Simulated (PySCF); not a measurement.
C4H13B2N.
Z-matrix (Å and degrees, PBE0-D3(BJ)/def2-SVP geometry), rows numbered from 1:
```
B 
N   1  1.4286
B   2  1.4253  1  116.84
C   2  1.4974  1  119.07  3   178.38
C   4  1.5262  2  112.12  1   178.87
C   4  1.5307  2  108.78  1    59.09
C   4  1.5309  2  108.65  1   -61.17
H   1  1.2041  2  119.29  3     2.01
H   1  1.2080  2  120.89  3  -177.83
H   3  1.2051  2  117.96  1    -1.92
H   3  1.2042  2  122.21  1   177.85
H   5  1.0998  4  108.68  2  -177.82
H   5  1.0995  4  111.94  2   -58.86
H   5  1.0994  4  112.18  2    62.93
H   6  1.0989  4  111.55  2   -58.39
H   6  1.1001  4  110.28  2  -178.29
H   6  1.1007  4  110.55  2    62.10
H   7  1.0992  4  111.48  2    60.57
H   7  1.1006  4  110.45  2   -59.78
H   7  1.1003  4  110.40  2  -179.38
```

Computed with PySCF at wB97X-D/def2-SVPD, non-relativistic, on one gas-phase PBE0-D3(BJ)/def2-SVP geometry that isn't relaxed in the solvent. The solvent is an IEF-PCM continuum (van der Waals radii × 1.2), and excitations are vertical TDDFT with non-equilibrium linear response and a frozen core. The model holds no explicit solvent molecules, cavitation or dispersion.

Gas-phase singlets (H = HOMO, L = LUMO):

| state | E (eV) | λ (nm) | f | leading configurations |
| --- | --- | --- | --- | --- |
| S1 | 6.038 | 205 | 0.000 | H→L 87% |
| S2 | 6.630 | 187 | 0.037 | H-2→L 42%, H-1→L 24% |
| S3 | 6.712 | 185 | 0.125 | H-1→L 67%, H-2→L 16% |
| S4 | 7.507 | 165 | 0.010 | H-3→L 62%, H-2→L 17% |
| S5 | 7.790 | 159 | 0.001 | H→L+2 47%, H-2→L 17% |

Q: What are the lowest 5 singlets in acetone (ε = 20.49)?

A: 
```tsv
state	E (eV)	λ (nm)	f	leading configurations	change by rank (eV)
S1	6.055	205	0.001	H-1→L 87%	+0.017
S2	6.537	190	0.187	H→L 90%	-0.093
S3	6.675	186	0.013	H-2→L 38%, H-3→L 29%	-0.037
S4	7.419	167	0.010	H-3→L 42%, H-2→L 35%	-0.088
S5	7.773	160	0.001	H-1→L+1 59%, H-3→L 13%	-0.017
```

Q: How do the frontier levels move from gas to acetone?

A: 
```tsv
orbital	gas (eV)	solvent (eV)	change (eV)	Löwdin shares, gas	Löwdin shares, solvent
LUMO+2	2.06	2.12	+0.06	B3 24 %, B1 21 %, N2 15 %, H10 6 %	B3 32 %, B1 31 %
LUMO+1	2.03	2.06	+0.03	B3 26 %, B1 23 %, C7 8 %, H19 5 %	B3 24 %, B1 21 %, N2 18 %, H10 8 %
LUMO	0.79	0.80	+0.01	B1 33 %, B3 29 %, N2 13 %, H9 6 %	B1 33 %, B3 29 %, N2 13 %, H9 6 %
HOMO	-10.42	-10.31	+0.11	B3 21 %, B1 18 %, H11 12 %, H9 11 %	N2 38 %, C4 13 %, C7 11 %, B3 10 %
HOMO-1	-10.43	-10.40	+0.03	N2 39 %, C4 11 %, B3 10 %, C7 10 %	B1 18 %, B3 18 %, H9 11 %, H11 10 %
HOMO-2	-11.16	-11.09	+0.07	B3 20 %, H10 14 %, N2 11 %, C4 11 %	B3 21 %, H10 14 %, C4 14 %, C6 9 %
HOMO-3	-11.42	-11.33	+0.09	B1 19 %, C5 18 %, C4 17 %, H8 14 %	B1 22 %, H8 16 %, C4 14 %, C5 14 %
```

The HOMO–LUMO gap goes from 11.21 to 11.11 eV. Rows go by rank; for HOMO-1, HOMO, LUMO+1 and LUMO+2 the atom shares or the degeneracy differ between the runs, so the row needn't follow one orbital.
